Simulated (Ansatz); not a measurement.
`C=CCN([SiH3])C=C` + H–F → `C=CCF` + `C=CN[SiH3]`  (substitution at a C–N bond)

Gas-phase electronic energies from Ansatz, PBE0-D4/def2-TZVP geometries. CBS: MP2 limit from def2 TZ/QZ plus the TZ coupled-cluster correction, frozen cores. This one scheme is used for every species. DFT in def2-TZVPP. Each species was taken in one conformer, which may not be the lowest.

CCSD(T)/CBS gives +28.2 kJ/mol.

Q: Another level gave +6.4 kJ/mol. Which?
A. MP2/def2-TZVPP
B. B97M-V/def2-TZVPP
C. BHLYP/def2-TZVPP
D. BLYP-D4/def2-TZVPP

A: B. B97M-V 6.4, BHLYP -5.1, BLYP-D4 13.7, MP2/def2-TZVPP 38.6 kJ/mol.

Largest T1 diagnostic among the species: 0.012.

From r2SCAN to r2SCAN0 (25 % exact exchange), in def2-TZVPP and without D4, ΔE moves by +3.2 kJ/mol. Leaving LDA and LC-ωPBE aside and taking each functional with its dispersion term where it has one, the values, not all of them listed here, spread over 19.4 kJ/mol, from B97M-V to revPBE-D4. LDA lies +19.1 kJ/mol from PBE without D4.
